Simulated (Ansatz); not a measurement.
Compare A (`SC1N[SiH2]1`) with its isomer B (`N[SiH2]C=S`).

Isolated molecules relaxed with PBE0-D4/def2-TZVP in Ansatz; ΔE leaves out vibrations. CCSD(T)/CBS is the MP2 limit (def2-TZVPP, def2-QZVPP) plus CCSD(T) − MP2 in def2-TZVPP, frozen cores. DFT in def2-TZVPP. B3LYP here is the variant with VWN-RPA as its local correlation; programs differ in this. Each species was taken in one conformer, which may not be the lowest.

A:

```xyz
9

S    -0.710   -0.455   -1.769
C    -0.488    0.415   -0.230
N     0.881    0.635    0.301
Si    0.073   -0.590    1.203
H    -0.335    0.543   -2.592
H    -1.138    1.280   -0.127
H     1.634    0.468   -0.351
H     0.336   -2.024    0.958
H    -0.253   -0.271    2.608
```

B:

Z-matrix (Å, degrees):
```
Si
C 1 1.883
N 1 1.700 2 106.7
H 1 1.490 2 107.8 3 122.0
H 1 1.494 2 106.8 3 -124.0
S 2 1.612 1 123.7 3 6.1
H 2 1.094 1 117.9 3 -174.4
H 3 1.010 1 117.5 2 -11.8
H 3 1.004 1 124.2 2 -164.8
```

**Question.** Which is lower in electronic energy at CCSD(T)/CBS, and by how much? (Estimate.)

**Answer.** Computed: B, by 26.0 kcal/mol.

**Question.** Give E(B) − E(A) in kcal/mol with BLYP-D4, HF/def2-TZVPP, B3LYP-D4, B2PLYP, LDA (SPW92), MP2/def2-TZVPP, PBE-D4. (An estimate is asked.)

**Answer.** Ansatz gave: BLYP-D4 -26.5, HF/def2-TZVPP -30.6, B3LYP-D4 -26.2, B2PLYP -26.4, LDA (SPW92) -16.6, MP2/def2-TZVPP -24.6, PBE-D4 -20.6. None reverses the order clearly.

**Question.** Does the order hold for the free energy at 298.15 K (harmonic terms from PBE0-D4)? (An estimate is asked.)

**Answer.** Ansatz gave: Yes: G(B) − G(A) = -26.9 kcal/mol, for one conformer each.

Largest T1 diagnostic: 0.014.

Leaving LDA and LC-ωPBE aside and taking each functional with its dispersion term where it has one, the values, not all of them listed here, spread over 6.3 kcal/mol, from BHLYP-D4 to PBE-D4. LDA lies +4.1 kcal/mol from PBE without D4. In def2-TZVPP, CCSD(T) changes the Hartree–Fock value by +4.4 kcal/mol (the triples alone add +0.1 kcal/mol) and MP2 by +6.0 kcal/mol.
